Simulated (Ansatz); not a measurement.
Isolated molecules relaxed with PBE0-D4/def2-TZVP in Ansatz; ΔE leaves out vibrations. CCSD(T)/CBS is the MP2 limit (def2-TZVPP, def2-QZVPP) plus CCSD(T) − MP2 in def2-TZVPP, frozen cores. This one scheme is used for every species. For Br outer-core shells are correlated without core-valence functions, which leaves a few kJ/mol of doubt a bond. Scalar relativity is left out up to krypton. One conformer a species, not always the lowest.

`C[Si](N)(O)F` + HBr → `C[Si](N)(O)Br` + H–F  (ligand exchange at the Si–F bond)

```json
{"species": "`C[Si](N)(O)F`", "CCSD(T)/CBS(def2) energy (Eh)": "-560.59755"}
{"species": "HBr", "CCSD(T)/CBS(def2) energy (Eh)": "-2573.91920"}
{"species": "`C[Si](N)(O)Br`", "CCSD(T)/CBS(def2) energy (Eh)": "-3034.10284"}
{"species": "H–F", "CCSD(T)/CBS(def2) energy (Eh)": "-100.39570"}
```

**Question.** Work out ΔE.

**Answer.** ΔE = (-3034.10284) + (-100.39570) − (-560.59755) − (-2573.91920) = 0.01821 Eh = +0.50 eV.

Largest T1 diagnostic among the species: 0.010.

The D4 term adds −0.09 eV with B3LYP and −0.05 eV with PBE0; it sums over pairs of atoms, weighted by their polarisabilities, and B3LYP, whose exchange is more repulsive, gets the larger term. In def2-TZVPP, CCSD(T) changes the Hartree–Fock value by −0.16 eV (the triples alone add −0.04 eV) and MP2 by −0.25 eV.

B3LYP here is the variant with VWN-RPA as its local correlation; programs differ in this.
